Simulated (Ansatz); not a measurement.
Ideal-gas functions of CH$_{2}$BrFO$_{2}$Si, SMILES `O=CO[SiH](F)Br` at 400 K and 1 bar, from an Ansatz frequency run at PBE0-D4/def2-TZVP.

Molar mass 173.01 g/mol, point group C1 (symmetry number 1), electronic degeneracy 1, moments of inertia 201.762, 360.285, 522.802 u Å². Harmonic wavenumbers (cm⁻¹, unscaled): 65, 109, 152, 220, 256, 319, 469, 727, 783, 815, 831, 941, 1057, 1213, 1392, 1826, 2332, 3073.

Use S(trans) = R[1.5 ln M + 2.5 ln T − 1.1517]; rotational temperatures θ = 24.2544 K / I; S(rot) = R[ln(√π/σ · √(T³/θAθBθC)) + 1.5]; for each mode x = 1.438777 ν̃/T, S = R[x/(eˣ − 1) − ln(1 − e⁻ˣ)] and H = RT x/(eˣ − 1); 1 cm⁻¹ = 0.0119627 kJ/mol; R = 8.31446 J/(mol·K).

Task: By hand: the entropy, in J/(mol·K).

Result: Translation 179.2. Rotation: θ = 0.1202, 0.0673, 0.0464 K, giving 124.7. Vibration, mode by mode: 20.42, 16.15, 13.44, 10.47, 9.29, 7.61, 4.89, 2.35, 2.00, 1.83, 1.75, 1.27, 0.91, 0.57, 0.34, 0.09, 0.02, 0.00, in all 93.4. Electronic 0.0. Sum 397.3 J/(mol·K).

Task: By hand: H − E and G − E in kJ/mol, counted from the electronic energy.

Result: Zero-point energy ½ × 16580 × 0.0119627 = 99.2; thermal vibration 18.8; translation, rotation and pV give 4 RT = 13.3. H − E = 131.3 kJ/mol, and G − E = 131.3 − 400 × 397.3/1000 = -27.6 kJ/mol.

Vibration gives 24 % of the entropy, 36.6 J/(mol·K) of it from the modes under 150 cm⁻¹: soft modes count most, and the harmonic formula is weakest for them. The sum counts one conformer and one mirror image; others add a mixing term.
